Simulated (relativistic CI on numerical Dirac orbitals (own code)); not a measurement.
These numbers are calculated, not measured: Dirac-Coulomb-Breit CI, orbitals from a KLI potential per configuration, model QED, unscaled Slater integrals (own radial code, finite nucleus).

Configuration list (outside the closed core [Ar] 3d10): 4s2 4p5, 4s 4p6, 4s2 4p4 4d, 4s 4p5 4d, 4s2 4p4 4f, 4s 4p5 4f, 4p6 4d, 4s 4p4 4d2, 4s2 4p3 4d 4f, 4p6 4f, 4p5 4d 4f, 4s 4p4 4f2, 4s2 4p4 5s, 4p6 5s, 4s2 4p4 5p, 4s 4p4 4d 5s, 4s2 4p3 4f 5s, 4s 4p5 5s, 4s2 4p4 5d, 4s 4p5 5p, 4s2 4p4 5f, 4s2 4p4 5g, 4s 4p5 5d, 4p5 4f 5s, 4s 4p5 5f, 4s2 4p4 6s, 4s 4p5 5g, 4s2 4p3 4d2, 4s2 4p2 4d3, 4s 4p3 4d3, 4s2 4p2 4d2 4f, 4s 4p3 4d2 4f, 4s2 4p2 4d2 5s, 4p5 4d2, 4p4 4d3, 4p4 4d2 4f, 4p4 4d2 5s, 4p5 4d 5s, 4p4 4d 4f 5s, 4p4 4d 5s2, 4s2 4p3 5s2, 4s2 4p2 4d 5s2, 4s 4p3 4d 5s2, 4s2 4p2 4f 5s2, 4s 4p3 4f 5s2. Double excitations out of closed p, d and f shells are left out; levels of such configurations are missing from the list, as are those of other unlisted configurations, and high levels can miss mixing partners. These lack a partner that the ground configuration has and come out too high: 4s2 4p4 5p, 4s 4p5 5s, 4s2 4p4 5d, 4s 4p5 5p, 4s2 4p4 5f.

At this charge energies of transitions that change n are usually good to better than 1 %, and those within a shell (Δn = 0) to a few per cent.

Outline of the computed level scheme of Au XLV. Lowest level of each configuration: 4s2 4p5 2P°_3/2 at 0.000 eV; 4s2 4p4 4d 4D_3/2 at 167.351 eV; 4s 4p6 2S_1/2 at 253.969 eV; 4s2 4p3 4d2 4F°_3/2 at 342.829 eV.

Some strong electric-dipole decays among the lowest 45 levels: 4s2 4p4 4d 2S_1/2 → 4s2 4p5 2P°_3/2 (3.7e+12 s⁻¹); 4s2 4p4 4d 2D_5/2 → 4s2 4p5 2P°_3/2 (2.8e+12 s⁻¹); 4s2 4p4 4d 2P_3/2 → 4s2 4p5 2P°_3/2 (2.5e+12 s⁻¹); 4s2 4p4 4d 2P_1/2 → 4s2 4p5 2P°_1/2 (1.6e+12 s⁻¹); 4s2 4p4 4d 2D_3/2 → 4s2 4p5 2P°_1/2 (9.5e+11 s⁻¹); 4s 4p6 2S_1/2 → 4s2 4p5 2P°_3/2 (9.4e+11 s⁻¹); 4s2 4p4 4d 2D_5/2 → 4s2 4p5 2P°_3/2 (8.0e+11 s⁻¹); 4s2 4p4 4d 2P_3/2 → 4s2 4p5 2P°_3/2 (5.7e+11 s⁻¹).

LS names give the leading component of a level, which can be under half, so a name can repeat, a term be missing and a line seem to break the LS rules.
